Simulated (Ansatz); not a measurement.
A run on C2H8GaNO (`C[O][Ga]([CH3])[NH2]`) with other settings.

```yaml
crystal:
  periodic: [false, false, false]
  atoms:
    - {symbol: C, position_ang: [-1.936274, 0.967620, 0.750723]}
    - {symbol: O, position_ang: [-1.191076, -0.295828, 0.730746]}
    - {symbol: Ga, position_ang: [0.486630, -0.372405, -0.154051]}
    - {symbol: C, position_ang: [1.487155, -1.913059, 0.015671]}
    - {symbol: N, position_ang: [0.710519, 1.326082, -1.121408]}
    - {symbol: H, position_ang: [-2.295259, 1.091791, -0.532409]}
    - {symbol: H, position_ang: [-1.551596, 1.741350, 0.966294]}
    - {symbol: H, position_ang: [-2.900741, 0.721366, 1.322143]}
    - {symbol: H, position_ang: [1.615860, -2.151508, 1.104106]}
    - {symbol: H, position_ang: [2.511421, -1.699903, -0.226796]}
    - {symbol: H, position_ang: [1.119194, -2.731955, -0.497794]}
    - {symbol: H, position_ang: [1.577532, 1.354612, -1.449413]}
    - {symbol: H, position_ang: [0.287564, 2.048259, -1.071950]}
basis:
  gaussian: {orbitals: pcseg-2, final_grid: {core_spheres: 8, valence_spheres: 7, degree: 23}}
magnetization: {spin_polarized: true, initial_magnetization: 2}
hamiltonian: {xc: {name: revPBE}, dispersion: d3bj}
```

```sh
$ ansatz run in.yaml --threads 2 --pin off --events-out ev --progress --plain --max-ram 32768MiB --backend cuda --devices 0, --max-vram 18GiB
```

Output, abridged:

```
Functional definition: revPBE
1420 factors; their error is unknown
mean field evaluation 1: about -58080.4196 eV, gradient 8.5e1 eV
mean field evaluation 2: about -57998.4006 eV, gradient 1.3e2 eV
mean field evaluation 4: about -58103.1935 eV, gradient 4.0e1 eV
mean field evaluation 8: about -58109.7635 eV, gradient 1.1e1 eV
mean field evaluation 16: about -58110.6344 eV, gradient 1.9e0 eV
mean field evaluation 32: about -58110.6326 eV, gradient 8.2e-5 eV
mean field -58110.69161992 eV, -2135.5285281907 hartree, gradient 2.8e-6 eV, S^2 2.005931; 16 other end points of the search recorded, 0 dependent functions left out
reference -58110.69170686 eV, -2135.5285313856 hartree; 34, 32 occupied and 241, 243 virtual orbitals, 1420 factors
Total energy: -58111.23710436 eV, -2135.5485743739 hartree
```

It took 18 s on 2 threads of an AMD EPYC 7R13 on a shared host and a share of an NVIDIA H100 80 GB, with 0.91 GiB of host memory at the peak.
